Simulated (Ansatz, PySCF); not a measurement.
Species: C$_{3}$H$_{4}$F$_{2}$O, net charge 0, singlet state. SMILES: FC1(F)CCO1
Geometry from a B3LYP-D3(BJ)/def2-TZVP (Ansatz, a first-principles code) optimisation:
```xyz
10

F      1.3489     0.4191    -0.7938
C      0.3744     0.0737     0.0819
F      0.9919    -0.0711     1.2792
C     -0.8890     0.9275     0.0662
C     -1.5690    -0.3837    -0.3609
O     -0.2840    -1.0816    -0.3047
H     -0.8741     1.7204    -0.6758
H     -1.1699     1.3143     1.0414
H     -1.9768    -0.4061    -1.3700
H     -2.2730    -0.8128     0.3499
```
Charge 0, spin multiplicity 1.

Wanted: atomisation energy (electronic, to ground-state atoms), in kJ/mol. Cores are frozen in the correlated levels unless marked. UHF or UKS for open shells. No spin-orbit coupling. Non-relativistic unless marked X2C. The coupled-cluster limit lacks core correlation, which all-electron functionals hold. CBS(X,Y): correlation extrapolated as X^-3; Hartree-Fock from the larger set. The bracket is a focal-point correction in the basis named.

```
level                                                     program  atomisation energy (kJ/mol)  minus last row  rough core time
-------------------------------------------------  --------------  ---------------------------  --------------  ---------------
HF-D4/def2-TZVPD                                    PySCF + dftd4                       2954.1         -1182.7                -
r2SCAN-D4/def2-TZVPD                               Ansatz + dftd4                       4158.8            22.0       under 20 s
PBE0/def2-TZVPD                                            Ansatz                       4159.5            22.7       under 20 s
BHLYP/def2-TZVPD                                           Ansatz                       3917.4          -219.4       under 20 s
PBE-QIDH/def2-TZVPD                                        Ansatz                       4118.0           -18.8             22 s
MP2/aug-cc-pVDZ                                            Ansatz                       3987.4          -149.4                -
SCS-MP2/cc-pVTZ                                            Ansatz                       4084.0           -52.8                -
CCSD(T)/cc-pVDZ                                            Ansatz                       3795.6          -341.2       under 20 s
X2C-CCSD(T)/cc-pVTZ-DK                                     Ansatz                       4018.7          -118.1          2.4 min
RI-MP2/CBS(cc-pVTZ,cc-pVQZ)+[CCSD(T)-MP2]/cc-pVTZ          Ansatz                       4136.8             0.0            3 min
```

Core times are rough, on shared machines, summed over the molecules involved; a dash marks a level read off another run, or run on other hardware, by another program or under a memory cap.
